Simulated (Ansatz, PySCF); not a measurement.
CH4N2OSi, SMILES C(O[SiH2]N)#N. Atoms are numbered in the order given.

```xyz
9

N      2.7175     0.9723     0.0485
C      1.5782     0.7965    -0.1146
O      0.3229     0.6239    -0.3081
Si    -0.6380    -0.6904     0.3030
N     -2.2510    -0.5151    -0.2042
H     -0.0436    -1.9165    -0.2755
H     -0.5453    -0.5954     1.7773
H     -2.8844     0.1431     0.2384
H     -2.5455    -0.7483    -1.1471
```

Geometry: B3LYP-D3(BJ)/def2-SVP. The structure was generated by enumeration, and PubChem lists no compound with its InChIKey, so it may never have been made. The values are those of a single conformer.

Two levels are set side by side: PBE-D3(BJ)/def2-SVP (Ansatz, a quantum-chemistry and plane-wave program) and B3LYP-D3(BJ)/def2-SVP (Ansatz). Each level has its own optimised geometry; the coordinates shown are those of the second. Frequencies come from the Hessian of PySCF at each geometry. Differences are taken from unrounded values.

```
quantity                            B3LYP-D3(BJ)  PBE-D3(BJ)  PBE-D3(BJ) minus B3LYP-D3(BJ)
----------------------------------  ------------  ----------  -----------------------------
mean bond length (Å)                       1.359       1.370                          0.011
bond N1–C2 (Å)                             1.164       1.179                          0.014
bond C2–O3 (Å)                             1.282       1.289                          0.007
bond O3–Si4 (Å)                            1.739       1.756                          0.017
bond Si4–N5 (Å)                            1.700       1.709                          0.009
bond Si4–H6 (Å)                            1.480       1.494                          0.013
bond Si4–H7 (Å)                            1.480       1.494                          0.013
bond N5–H8 (Å)                             1.015       1.022                          0.007
bond N5–H9 (Å)                             1.015       1.022                          0.007
highest harmonic wavenumber (cm⁻¹)          3674        3605                            -68
mean harmonic wavenumber (cm⁻¹)             1179        1145                            -34
zero-point energy (kcal/mol)               35.38       34.36                          -1.02
```

GGA bonds tend to be longer and softer than those of functionals with exact exchange. Differences between two approximate levels are no errors against the true value.
